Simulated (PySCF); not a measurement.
Mo(O)2(Br)(NH2) (BrH₂MoNO₂), SMILES [NH2][Mo](=[O])(=[O])[Br], multiplicity 1.

Geometry optimised at PBE-D3(BJ)/def2-SVP. The multiplicity is an assumed one; no other spin state was optimised. The structure was generated by enumeration; whether it is a known compound was not checked. The def2 effective core potentials stand for the cores of Mo; spin–orbit coupling is left out. Other conformers were not sampled.

Level of theory: PySCF with PBE-D3(BJ)/def2-SVP.

Frequencies are harmonic and unscaled.

Computed harmonic wavenumbers and intensities:
```tsv
mode	ν (cm⁻¹)	IR (km/mol)	moving atoms (share of kinetic energy)
1	141	5.9	N 48 %, Mo 15 %, H 15 %, Br 13 %, O 10 %
2	155	0.2	O 66 %, Mo 17 %, Br 11 %
3	208	3.5	O 52 %, Br 34 %, N 8 %
4	222	1.0	O 45 %, N 29 %, H 18 %
5	289	14.2	O 49 %, Mo 24 %, Br 18 %
6	344	11.9	O 52 %, Mo 34 %, Br 11 %
7	377	0.2	H 94 %
8	495	178.4	H 74 %, N 23 %
9	626	6.9	H 80 %, N 18 %
10	709	62.6	N 70 %, Mo 16 %, H 13 %
11	989	151.9	O 80 %, Mo 20 %
12	1000	82.9	O 89 %, Mo 11 %
13	1447	31.9	H 89 %, N 11 %
14	3457	140.3	H 96 %
15	3562	58.6	H 91 %, N 9 %
```
